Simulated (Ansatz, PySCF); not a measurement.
Caution: the highest occupied level lies above zero, so the state may not be bound. This singlet lies 1.59 eV below the relaxed triplet at the level frozen-core CCSD(T)/aug-cc-pVDZ // PBE0-D3(BJ)/def2-TZVPD (Ansatz, a quantum-chemistry and plane-wave program).

Cartesian coordinates (Å):
```xyz
7

N     -1.3838     0.3139     0.0675
Al    -0.0775    -0.4443     1.1359
N      1.3789    -0.3414    -0.0003
H     -1.2709     0.6699    -0.8755
H     -2.3409     0.4324     0.3635
H      1.3943     0.0378    -0.9408
H      2.2999    -0.6684     0.2497
```
Charge -1, spin multiplicity 1.

Q: Predict the HOMO and total energy from PBE0-D3(BJ)/def2-TZVPD in PySCF.

A: 
```
Quantity             Value
------------  ------------
HOMO               0.39 eV
total energy  -354.2205 Ha
```
